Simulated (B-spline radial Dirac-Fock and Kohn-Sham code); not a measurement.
Magnetic form factor of the 4f shell of Nd⁺

System: neodymium as Nd⁺, configuration [Xe] 4f4 6s1.

Method: Dirac-Fock densities. Computed with an atomic code on a B-spline grid. ⟨j_K⟩ is the integral of the 4f radial density with the spherical Bessel function j_K(4πsr), s = sin θ/λ.

| s (Å⁻¹) | ⟨j0⟩ | ⟨j2⟩ | ⟨j4⟩ | ⟨j6⟩ |
| --- | --- | --- | --- | --- |
| 0 | 1.0000 | 0.0000 | 0.0000 | 0.0000 |
| 0.05 | 0.9745 | 0.0101 | 0.0001 | 0.0000 |
| 0.1 | 0.9041 | 0.0370 | 0.0010 | 0.0000 |
| 0.15 | 0.8038 | 0.0725 | 0.0041 | 0.0002 |
| 0.2 | 0.6901 | 0.1086 | 0.0101 | 0.0009 |
| 0.25 | 0.5760 | 0.1397 | 0.0187 | 0.0024 |
| 0.3 | 0.4694 | 0.1632 | 0.0290 | 0.0049 |
| 0.35 | 0.3746 | 0.1787 | 0.0399 | 0.0082 |
| 0.4 | 0.2931 | 0.1868 | 0.0506 | 0.0122 |
| 0.45 | 0.2248 | 0.1887 | 0.0604 | 0.0167 |
| 0.5 | 0.1686 | 0.1856 | 0.0689 | 0.0214 |
| 0.6 | 0.0870 | 0.1695 | 0.0814 | 0.0308 |
| 0.7 | 0.0367 | 0.1464 | 0.0878 | 0.0391 |
| 0.8 | 0.0076 | 0.1217 | 0.0891 | 0.0456 |
| 0.9 | -0.0079 | 0.0983 | 0.0865 | 0.0501 |
| 1 | -0.0151 | 0.0777 | 0.0814 | 0.0527 |
| 1.1 | -0.0174 | 0.0603 | 0.0747 | 0.0537 |
| 1.2 | -0.0169 | 0.0460 | 0.0672 | 0.0532 |
| 1.4 | -0.0130 | 0.0257 | 0.0523 | 0.0494 |
| 1.6 | -0.0085 | 0.0136 | 0.0391 | 0.0434 |

Radial moments of the shell: ⟨r²⟩ = 1.417, ⟨r⁴⟩ = 5.746, ⟨r⁶⟩ = 54.42 in powers of bohr.
